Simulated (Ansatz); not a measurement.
Correlation energies of C2H4O3Zr, SMILES `C#[C][Zr]([OH])([OH])[OH]` by basis set

```xyz
10

C    -0.7361    0.0469    2.7991
C    -0.4270    0.0272    1.6240
Zr    0.1359   -0.0086   -0.5164
O    -0.3325   -1.7305   -1.2154
O    -0.8392    1.3842   -1.4007
O     2.0252    0.2920   -0.6293
H    -1.0075    0.0642    3.8307
H    -0.3026   -2.5836   -1.6376
H    -1.3988    1.8681   -2.0003
H     2.8826    0.6401   -0.8541
```

The species carries charge 0 and has multiplicity 1. Correlated methods include outer-core shells of Zr, which these sets cover unevenly. Zr: def2 effective core potential. Geometry: relaxed with PBE0-D4/def2-TZVP. It is one conformer, not always the lowest. Frozen core, restricted reference, the Gaussian-basis code of Ansatz.

```
     basis     HF (Eh)  MP2 corr.  CCSD corr.       (T)  CCSD(T) total
  def2-SVP  -349.09756   -1.06100    -1.07862  -0.03659     -350.21277
def2-TZVPP           ?          ?    -1.37629  -0.06147              ?
def2-QZVPP           ?          ?           –         –              –
```

(1) Fill in the withheld values. (Estimate.)

Answers

(1) Ansatz gave: def2-TZVPP HF (Eh): -349.48401; def2-TZVPP MP2 corr.: -1.37315; def2-TZVPP CCSD(T) total: -350.92177; def2-QZVPP HF (Eh): -349.50197; def2-QZVPP MP2 corr.: -1.50295.
